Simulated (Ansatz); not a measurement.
This geometry of BrCl₂HOSi (6 atoms, charge 0, multiplicity 1) is a first-order saddle point.

Theory: RKS PBE-D4/def2-SVP (Ansatz 0.2.0).

```xyz
6
Properties=species:S:1:pos:R:3
Si -0.044 0.219 0.218
Br -1.078 1.106 -1.542
O 0.589 -1.257 -0.181
H 0.440 -1.538 -1.102
Cl 1.465 1.469 0.836
Cl -1.372 0.002 1.771
```

Task: Which two structures does it join? (They come from a converged band through this point; their orientation in space is the band's.)

Result: No bond is made or broken.  The two ends are copies of one structure, up to a mirror image or an exchange of like atoms.

Initial state:

```xyz
6
Properties=species:S:1:pos:R:3
Si -0.127 0.198 0.196
Br -1.205 1.161 -1.494
O 0.352 -1.338 -0.191
H 0.864 -1.426 -1.017
Cl 1.481 1.393 0.689
Cl -1.365 0.013 1.817
```

Final state:

```xyz
6
Properties=species:S:1:pos:R:3
Si -0.007 0.264 0.156
Br -1.161 1.178 -1.511
O 0.799 -1.091 -0.345
H 0.263 -1.756 -0.815
Cl 1.427 1.563 0.826
Cl -1.322 -0.158 1.689
```

Task: How far does it lie above each of them?

Result: 1.1 kJ/mol above the first and 1.1 kJ/mol above the second. This is the barrier of this one path; another mechanism may lie lower.

Run time: 2.6 min on 2 threads of Arm Neoverse N1, on a shared host, peak memory 0.17 GiB.
